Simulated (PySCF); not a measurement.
Stationary points of [FeO3]+

Computed with PySCF, PBE, basis Fe def2-SVP, O def2-SVP (no relativity, density fitting).

Relaxations began from a few typed shapes; open shells are unrestricted. The search is not exhaustive: other isomers or separated fragments can lie lower, and high-lying points may rest on an excited occupation.

(1) Which is the lowest minimum found?
A. doublet C3v: Fe–O 1.560 Å (×3); O–Fe–O 113.7° (×3)
B. broken-symmetry Ms = 1/2 (⟨S²⟩ 1.79) C2v: Fe–O 1.557 Å (×2), Fe–O 1.721 Å; O–Fe–O 114.4° (×2), O–Fe–O 131.2°

Results:

(1) A. The others lie at 91.5 (broken-symmetry Ms = 1/2 C2v) kJ/mol above it.

Formally Fe is in oxidation state +7, d1, with 1 unpaired electron. The Mulliken spin on Fe is 0.74. The polar-tensor charge on Fe, 1.30, is far below the formal one.

For the lowest minimum: other spin states or occupations of the open shell can lie lower.
